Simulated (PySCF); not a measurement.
PySCF job for CH₄ClFO₂Si, SMILES CO[Si](O)(F)Cl, PBE0-D3(BJ)/def2-SVP. Geometry: PBE0-D3(BJ)/def2-SVP. One conformer was computed; it need not be the lowest.

```python
import numpy as np
from pyscf import gto, scf, dft, df
from pyscf.hessian import thermo

mol = gto.M(
    atom='''
    C    -2.14954429   -0.46286306    1.00203033
    O    -1.21712047    0.53129340    0.65626639
    Si    0.30303748    0.29459563    0.14484335
    O     1.20266204   -0.36261556    1.33979048
    F     0.88180227    1.72421250   -0.29274569
    Cl    0.35181662   -0.90451490   -1.51739917
    H    -1.83547825   -1.00921896    1.90673502
    H    -2.28836787   -1.18720589    0.18148008
    H    -3.11378571    0.02402688    1.20387582
    H     2.09093735   -0.66534417    1.12996239
    ''',
    basis='def2-SVP',
    charge=0,
    spin=0,
    max_memory=1600,
    verbose=3,
)
mf = dft.RKS(mol, xc='pbe0').density_fit(auxbasis='def2-universal-jkfit')
mf.disp = 'd3bj'
mf.grids.level = 3
mf.conv_tol = 1e-11
mf.max_cycle = 100
mf.kernel()

# [left out here: the lines that compute and print the analytic Hessian (its translational invariance restored by hand, since the grid's response is missing), thermochemistry and intensities]
```

Log of the run:

```
converged SCF energy = -1039.66838200226

WARN: DFTD3 does not support analytical Hessian, using finite difference


WARN: Mole.unit (angstrom) is changed to Bohr

Mode                                 0                   1                   2
Irrep
Freq [cm^-1]                       44.2416             93.0204            130.5428
Reduced mass [au]                   3.3442              1.0344              4.0088
Force const [Dyne/A]                0.0039              0.0053              0.0403
Char temp [K]                      63.6538            133.8356            187.8221
Normal mode                   x     y     z       x     y     z       x     y     z
       0   C                -0.05 -0.01 -0.15   -0.00  0.01  0.03    0.12 -0.11 -0.05
       1   O                 0.04 -0.02  0.08   -0.00 -0.01 -0.01   -0.01  0.03 -0.04
       2  Si                 0.02  0.00  0.02    0.00 -0.00  0.00    0.00  0.03 -0.00
       3   O                 0.09  0.03 -0.01    0.00 -0.01 -0.01   -0.06  0.02  0.04
       4   F                -0.01  0.01 -0.01    0.00 -0.00  0.01    0.08 -0.01 -0.01
       5  Cl                -0.05 -0.01  0.03   -0.00  0.01 -0.01   -0.07  0.00  0.02
       6   H                -0.21 -0.09 -0.14   -0.25  0.40  0.35    0.20 -0.08 -0.06
       7   H                 0.06  0.05 -0.23    0.39 -0.33  0.26    0.22 -0.11 -0.06
       8   H                -0.07  0.00 -0.27   -0.14 -0.04 -0.51    0.05 -0.24 -0.04
       9   H                 0.13  0.15 -0.03    0.02  0.03  0.00   -0.02  0.08  0.12
Mode                                 3                   4                   5
Irrep
Freq [cm^-1]                      175.9508            232.4034            277.8131
Reduced mass [au]                   1.6430              7.1730              3.0725
Force const [Dyne/A]                0.0300              0.2283              0.1397
Char temp [K]                     253.1540            334.3768            399.7112
Normal mode                   x     y     z       x     y     z       x     y     z
       0   C                -0.05  0.01  0.04    0.01 -0.02 -0.01    0.03  0.00 -0.00
       1   O                 0.00 -0.06 -0.00    0.01  0.02  0.11    0.01  0.06  0.08
       2  Si                 0.00 -0.03  0.00   -0.02 -0.01  0.02   -0.03  0.03 -0.03
       3   O                -0.02  0.05  0.06   -0.05 -0.01  0.05   -0.06 -0.10 -0.08
       4   F                 0.05 -0.05 -0.02   -0.01 -0.06 -0.14   -0.01  0.03  0.00
       5  Cl                -0.01  0.03 -0.04    0.03  0.05 -0.01    0.04 -0.03  0.02
       6   H                -0.05 -0.01  0.03   -0.05 -0.05 -0.01    0.02 -0.03 -0.02
       7   H                -0.13  0.02  0.05    0.09  0.02 -0.05    0.10  0.04 -0.04
       8   H                -0.01  0.08  0.08   -0.02 -0.05 -0.07    0.00 -0.05 -0.02
       9   H                 0.24  0.65  0.27   -0.13 -0.23  0.02    0.17  0.49  0.05
Mode                                 6                   7                   8
Irrep
Freq [cm^-1]                      311.2174            343.9691            375.1009
Reduced mass [au]                   6.8540             10.0957              7.8769
Force const [Dyne/A]                0.3911              0.7038              0.6530
Char temp [K]                     447.7726            494.8950            539.6866
Normal mode                   x     y     z       x     y     z       x     y     z
       0   C                 0.07  0.05 -0.03   -0.01 -0.01  0.01   -0.06 -0.02  0.02
       1   O                 0.08  0.02 -0.00    0.02 -0.00  0.11    0.05 -0.13  0.01
       2  Si                 0.06 -0.03 -0.01   -0.03  0.01 -0.05    0.05  0.06 -0.03
       3   O                -0.05 -0.02  0.09   -0.04  0.11  0.01   -0.07 -0.05 -0.00
       4   F                -0.12  0.04  0.01    0.05  0.02  0.07    0.04  0.08 -0.05
       5  Cl                -0.02 -0.02 -0.04    0.01 -0.05 -0.06   -0.01  0.00  0.03
       6   H                 0.04  0.03 -0.02   -0.07 -0.04  0.01   -0.13 -0.03  0.04
       7   H                 0.06  0.05 -0.03    0.04  0.02 -0.02   -0.13 -0.03  0.04
       8   H                 0.07  0.06 -0.04   -0.02 -0.01 -0.04   -0.01  0.10 -0.00
       9   H                 0.00  0.01  0.28   -0.13 -0.15  0.02   -0.08 -0.11  0.09
Mode                                 9                  10                  11
Irrep
Freq [cm^-1]                      554.7596            766.6312            812.6425
Reduced mass [au]                  18.9605              1.6405              3.9612
Force const [Dyne/A]                3.4380              0.5681              1.5413
Char temp [K]                     798.1755           1103.0115           1169.2117
Normal mode                   x     y     z       x     y     z       x     y     z
       0   C                -0.04 -0.02  0.01    0.06  0.04 -0.02    0.05  0.03 -0.02
       1   O                -0.06  0.02 -0.00    0.08 -0.07 -0.02    0.05 -0.05 -0.02
       2  Si                 0.01  0.06  0.09   -0.04  0.03  0.03   -0.02  0.05  0.08
       3   O                 0.04 -0.05  0.05   -0.04  0.00  0.04   -0.03  0.04 -0.12
       4   F                 0.02  0.05 -0.04   -0.01 -0.03  0.01   -0.02 -0.07  0.01
       5  Cl                 0.00 -0.06 -0.08   -0.00 -0.01 -0.01    0.00 -0.01 -0.02
       6   H                -0.00 -0.02  0.01    0.02  0.04 -0.01    0.02  0.04 -0.01
       7   H                -0.02 -0.02  0.01    0.02  0.04 -0.01    0.01  0.03 -0.01
       8   H                -0.05 -0.05  0.03    0.10  0.12 -0.04    0.08  0.09 -0.02
       9   H                 0.05  0.03 -0.05   -0.12  0.23 -0.70    0.02 -0.12  0.42
Mode                                12                  13                  14
Irrep
Freq [cm^-1]                      952.0860           1000.8651           1180.2087
Reduced mass [au]                   6.9735             11.2603              1.3274
Force const [Dyne/A]                3.7244              6.6458              1.0894
Char temp [K]                    1369.8397           1440.0220           1698.0575
Normal mode                   x     y     z       x     y     z       x     y     z
       0   C                -0.06 -0.05  0.02   -0.01 -0.01  0.00    0.04  0.06  0.11
       1   O                -0.02  0.05  0.01   -0.00  0.01 -0.00   -0.04 -0.03 -0.04
       2  Si                 0.12  0.05 -0.01    0.04 -0.10  0.08    0.01  0.00 -0.00
       3   O                -0.06  0.03 -0.04   -0.08  0.06 -0.09    0.00 -0.00  0.00
       4   F                -0.05 -0.10  0.03    0.03  0.09 -0.03    0.00 -0.00  0.00
       5  Cl                -0.00 -0.00 -0.00   -0.00  0.00 -0.00   -0.00 -0.00  0.00
       6   H                -0.05 -0.06  0.01   -0.02 -0.02  0.00   -0.26 -0.42 -0.07
       7   H                -0.03 -0.04  0.02   -0.00 -0.00  0.00    0.35  0.43 -0.27
       8   H                -0.09 -0.09  0.03   -0.02 -0.03  0.01   -0.14 -0.13 -0.25
       9   H                -0.08  0.10 -0.24   -0.10  0.08 -0.16    0.00  0.00 -0.00
Mode                                15                  16                  17
Irrep
Freq [cm^-1]                     1182.7352           1240.9923           1475.3533
Reduced mass [au]                   1.5951              4.0265              1.0951
Force const [Dyne/A]                1.3147              3.6536              1.4044
Char temp [K]                    1701.6927           1785.5116           2122.7050
Normal mode                   x     y     z       x     y     z       x     y     z
       0   C                -0.02  0.13 -0.04   -0.13 -0.05  0.05    0.03  0.07 -0.03
       1   O                -0.04 -0.08  0.04    0.16  0.05 -0.06    0.02  0.01 -0.01
       2  Si                 0.02 -0.00 -0.00   -0.04  0.00  0.01   -0.01  0.00  0.00
       3   O                -0.00  0.00 -0.00    0.00 -0.00  0.00    0.00 -0.00  0.00
       4   F                 0.00 -0.00 -0.00   -0.00  0.00  0.00    0.00  0.00 -0.00
       5  Cl                -0.00 -0.00 -0.00   -0.00  0.00  0.00    0.00 -0.00 -0.00
       6   H                 0.42  0.18 -0.16    0.16 -0.07 -0.08   -0.45 -0.47 -0.16
       7   H                 0.28 -0.05  0.06    0.21 -0.00 -0.04    0.06 -0.44  0.40
       8   H                -0.26 -0.41  0.20   -0.22 -0.24  0.06   -0.01 -0.14  0.28
       9   H                -0.00  0.00 -0.02    0.00 -0.01  0.02    0.00 -0.00  0.01
Mode                                18                  19                  20
Irrep
Freq [cm^-1]                     1476.3942           1478.7678           3037.4519
Reduced mass [au]                   1.0637              1.0569              1.0338
Force const [Dyne/A]                1.3661              1.3617              5.6196
Char temp [K]                    2124.2025           2127.6177           4370.2170
Normal mode                   x     y     z       x     y     z       x     y     z
       0   C                 0.05  0.03  0.03   -0.05  0.01  0.03   -0.02 -0.04  0.01
       1   O                 0.02  0.01  0.00   -0.02  0.00  0.01   -0.00 -0.00  0.00
       2  Si                -0.01  0.00  0.00    0.01 -0.00 -0.00    0.00 -0.00 -0.00
       3   O                 0.00 -0.00  0.00   -0.00  0.00 -0.00   -0.00  0.00 -0.00
       4   F                 0.00  0.00 -0.00   -0.00 -0.00  0.00   -0.00 -0.00  0.00
       5  Cl                -0.00 -0.00 -0.00   -0.00  0.00  0.00   -0.00  0.00  0.00
       6   H                 0.14 -0.12 -0.11    0.45 -0.32 -0.35   -0.18  0.29 -0.50
       7   H                -0.64 -0.03  0.17    0.19 -0.24  0.19    0.08  0.43  0.50
       8   H                -0.27 -0.36 -0.49    0.13  0.48 -0.37    0.36 -0.19 -0.07
       9   H                 0.00 -0.00  0.00   -0.00  0.00 -0.00   -0.00  0.00 -0.00
Mode                                21                  22                  23
Irrep
Freq [cm^-1]                     3126.3261           3163.9794           3940.1589
Reduced mass [au]                   1.1074              1.1054              1.0672
Force const [Dyne/A]                6.3771              6.5201              9.7619
Char temp [K]                    4498.0871           4552.2619           5669.0114
Normal mode                   x     y     z       x     y     z       x     y     z
       0   C                 0.02  0.01  0.09   -0.07  0.06  0.01    0.00  0.00  0.00
       1   O                -0.00 -0.00 -0.00    0.00 -0.00  0.00   -0.00  0.00  0.00
       2  Si                 0.00  0.00  0.00    0.00  0.00 -0.00    0.00  0.00 -0.00
       3   O                -0.00  0.00 -0.00    0.00 -0.00 -0.00    0.06 -0.02 -0.01
       4   F                -0.00 -0.00 -0.00   -0.00 -0.00  0.00   -0.00  0.00 -0.00
       5  Cl                 0.00 -0.00 -0.00    0.00 -0.00  0.00   -0.00 -0.00 -0.00
       6   H                -0.21  0.34 -0.56    0.09 -0.14  0.26   -0.00  0.00 -0.00
       7   H                -0.07 -0.43 -0.49   -0.04 -0.15 -0.18    0.00 -0.00 -0.00
       8   H                 0.06 -0.03  0.01    0.75 -0.40 -0.16   -0.00  0.00  0.00
       9   H                 0.00 -0.00 -0.00   -0.00  0.00  0.00   -0.89  0.31  0.19
temperature 298.1500 [K]
pressure 101325.00 [Pa]
Rotational constants [GHz] 2.51844 2.02223 1.59083
Symmetry number 1
Zero-point energy (ZPE) 0.06236 [Eh]   163730.558 [J/mol]
                           tot       elec      trans        rot        vib
Entropy [J/mol/K]       380.348      0.000    169.507    117.465     93.376
Cv [J/mol/K]            109.173      0.000     12.472     12.472     84.230
Cp [J/mol/K]            117.488      0.000     20.786     12.472     84.230
Internal energy [J/mol]                      3718.434   3718.434 178010.391
Internal energy [Eh]   -1039.59775  -1039.66838
Enthalpy [J/mol]                             6197.391   3718.434 178010.391
Enthalpy [Eh]          -1039.59680
Gibbs free energy [J/mol]                  -44341.177 -31303.717 150170.278
Gibbs free energy [Eh] -1039.64000
static polarisability / bohr^3: [[44.12   0.532 -2.42 ]
 [ 0.533 37.435  2.885]
 [-2.419  2.883 43.048]]
largest difference of analytic and finite-field dipole derivatives / e: 0.000525923243267723
mode   freq/cm-1   IR/(km/mol)   Raman/(A^4/amu)   depolarisation
   1       44.24         4.517             0.571            0.748
   2       93.02         0.437             0.091            0.639
   3      130.54         6.515             0.801            0.701
   4      175.95        49.466             1.650            0.717
   5      232.40         7.082             1.028            0.749
   6      277.81        54.285             0.752            0.748
   7      311.22        40.952             1.596            0.652
   8      343.97        43.682             2.010            0.442
   9      375.10        11.092             1.055            0.749
  10      554.76        91.857             4.703            0.035
  11      766.63       124.922             2.587            0.264
  12      812.64       279.552             5.635            0.060
  13      952.09       114.245             1.197            0.749
  14     1000.87       162.593             1.241            0.678
  15     1180.21        13.585             2.638            0.745
  16     1182.74        71.049             2.397            0.697
  17     1240.99       281.140             1.173            0.394
  18     1475.35         4.502            10.364            0.734
  19     1476.39         4.863            14.288            0.750
  20     1478.77         6.424            12.827            0.726
  21     3037.45        46.019           120.642            0.008
  22     3126.33        22.613            52.422            0.723
  23     3163.98        17.285            93.058            0.602
  24     3940.16       139.262            83.007            0.290
max |gradient| / (hartree/bohr): 8.245406402066858e-05
APT charges: [ 0.534  -1.034   2.2852 -0.884  -0.657  -0.529  -0.0259 -0.0182 -0.0113
  0.3404]
```

The run converged.
